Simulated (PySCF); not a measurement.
NbBr3, SMILES [Br][Nb]([Br])[Br] (connectivity only; charge and spin as stated), neutral, multiplicity 3.

The structure is a stationary point at B3LYP-D3(BJ)/def2-SVP. The multiplicity is an assumed one; other spin states were not compared. The def2 effective core potentials stand for the cores of Nb; spin–orbit coupling is left out.

Method: TDA-ωB97X/def2-SVPD in PySCF 2.14.0.

Vertical excitations. Gas-phase values at a fixed geometry.

Computed lowest excited states:
| state | energy (eV) | λ (nm) | f | main pairs |
|---|---|---|---|---|
| root 1 | 0.23 | 5420 | 0.000 | α HOMO→LUMO 90 % |
| root 2 | 0.47 | 2643 | 0.000 | α HOMO−1→LUMO 97 % |
| root 3 | 0.96 | 1287 | 0.000 | α HOMO→LUMO+1 93 % |
| root 4 | 1.26 | 983 | 0.000 | α HOMO→LUMO+2 92 % |
| root 5 | 1.51 | 822 | 0.001 | α HOMO−1→LUMO+1 98 % |
| root 6 | 1.77 | 702 | 0.003 | α HOMO−1→LUMO+2 96 % |
| root 7 | 4.20 | 295 | 0.000 | β HOMO→LUMO 98 % |
| root 8 | 4.33 | 286 | 0.000 | α HOMO−2→LUMO 94 % |
| root 9 | 4.59 | 270 | 0.000 | β HOMO−1→LUMO 98 % |
| root 10 | 4.62 | 268 | 0.006 | α HOMO−2→LUMO+1 74 %, β HOMO→LUMO+2 16 % |
Unrestricted roots are not spin-pure.
